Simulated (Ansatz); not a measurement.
Computed with Ansatz.

Basis-set series for C2H5BS, SMILES `CB1CS1`. The species carries charge 0 and has multiplicity 1. The structure was optimised at the PBE0-D4/def2-TZVP level.

```csv
functional,basis,functions,energy (Eh),HOMO (eV),LUMO (eV)
PBE0-D4,def2-SVP,85,-501.80615,-7.27,-0.48
PBE0-D4,def2-QZVPP,391,-502.07363,-7.35,-0.70
ωB97M-V,def2-SVP,85,-501.98748,-9.40,1.62
ωB97M-V,def2-QZVPP,391,-502.25946,-9.51,1.32
```

(1) Give the rows for def2-TZVPP. (Best estimate.)

Results:

(1) The calculation gave: 
```
functional       basis  functions  energy (Eh)  HOMO (eV)  LUMO (eV)
   PBE0-D4  def2-TZVPP        205   -502.05574      -7.33      -0.65
   ωB97M-V  def2-TZVPP        205   -502.24260      -9.49       1.40
```

Positive LUMOs are unbound and depend on the basis.
